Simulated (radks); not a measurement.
Ionisation of the praseodymium ion Pr2+, [Xe] 4f3, to [Xe] 4f2 as the strength of local exchange is varied. Method: scalar-relativistic Kohn-Sham, Slater X-alpha exchange (alpha = 2/3 is LDA exchange), no correlation, spin-polarised, spherical densities, point nucleus; open shells are filled with parallel spins first (spin-orbit coupling, left out, can overturn this in heavy ions); computed with a radial shooting solver on a logarithmic mesh with Libxc functionals.

alpha,E(Pr2+) (hartree),exchange (hartree),IE (eV),-e of the level emptied (eV),<r> of it (bohr)
0.639,-9215.9166,-194.4339,20.234,12.713 (4f),1.156
0.667,-9224.4678,-203.1436,20.968,13.337 (4f),1.139
0.692,-9232.1095,-210.9331,21.634,13.909 (4f),1.125
0.815,-9269.7993,-249.4360,25.057,16.913 (4f),1.066
0.829,-9274.0989,-253.8373,25.461,17.273 (4f),1.061
1.011,-9330.1724,-311.4008,30.961,22.255 (4f),0.9951

NIST Atomic Spectra Database: 21.624 eV (measured). The Delta-SCF value meets it near alpha = 0.69. Open shells are spherical and high-spin; term and fine-structure splittings are not resolved. Spin-orbit splitting is averaged out at the scalar-relativistic level.
